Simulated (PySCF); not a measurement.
GaCl3, SMILES [Cl][Ga]([Cl])[Cl]. Atoms are numbered in the order given.

```xyz
4

Ga     0.0000     0.0000     0.0000
Cl    -2.1345     0.0000     0.0000
Cl     1.0672     1.8485     0.0000
Cl     1.0672    -1.8485     0.0000
```

Geometry: B3LYP-D3(BJ)/def2-SVP. The isomer is the one that the SMILES or the coordinates give; other isomers of the formula were not compared.

Calculation: PBE0/pcSseg-1 run with PySCF.

GIAO shieldings, no solvent; atoms alike by connectivity are averaged. δ = σ(ref) − σ: ³⁵Cl against HCl (σ = 945.9 ppm), references at their B3LYP-D3(BJ)/def2-TZVP geometries, non-relativistic (without spin–orbit terms, shifts of atoms bonded to Cl or Br come out too high).

```csv
nucleus,atoms,count,δ (ppm)
³⁵Cl,"Cl2, Cl3, Cl4",3,113.8
```
